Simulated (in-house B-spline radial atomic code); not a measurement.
# Ionising Te⁶⁺ with different functionals

Computed with a B-spline radial code for spherical atoms: four-component Dirac-Coulomb Hamiltonian, Fermi nucleus of rms radius 4.7423 fm, spin-restricted, spherical fractional occupations for the functionals, and exact exchange of hybrids averaged over the configuration. The ionisation energy is the difference of two self-consistent energies, [Kr] 4d10 → [Kr] 4d9, without Breit or QED terms; ε is the level of the shell that loses the electron (mean over j). The electron is taken from both j subshells in proportion to 2j + 1, so the result is a j average, not the step between ground levels.

```json
{"method": "PBE0", "rung": "global hybrid", "ΔSCF (eV)": "124.67", "-ε(4d) (eV)": "116.92"}
{"method": "B3LYP", "rung": "global hybrid", "ΔSCF (eV)": "124.64", "-ε(4d) (eV)": "116.26"}
{"method": "LC-wPBE", "rung": "range-separated hybrid", "ΔSCF (eV)": "?", "-ε(4d) (eV)": "?"}
{"method": "wB97X", "rung": "range-separated hybrid", "ΔSCF (eV)": "?", "-ε(4d) (eV)": "?"}
```

What does LC-wPBE give?

ΔSCF 124.59 eV, and -ε(4d) = 119.23 eV.

What does wB97X give?

ΔSCF 124.35 eV, and -ε(4d) = 119.09 eV.

Among the functionals, which spreads more, the ΔSCF values or the orbital energies?

The orbital energies: ΔSCF values span about 0.31 eV and the orbital energies 2.96 eV; here energy differences depend much less on the functional than eigenvalues do.

How do they compare with the NIST value?

NIST lists 124.20 eV ± 0.06 (measured, ground level to ground level). Errors run from +0.15 to +0.47 eV; wB97X is closest (+0.15 eV), but part of that can be cancellation, since the calculations leave out Breit-QED terms, spin polarisation, the choice among j levels, multiplet and fine-structure energies.
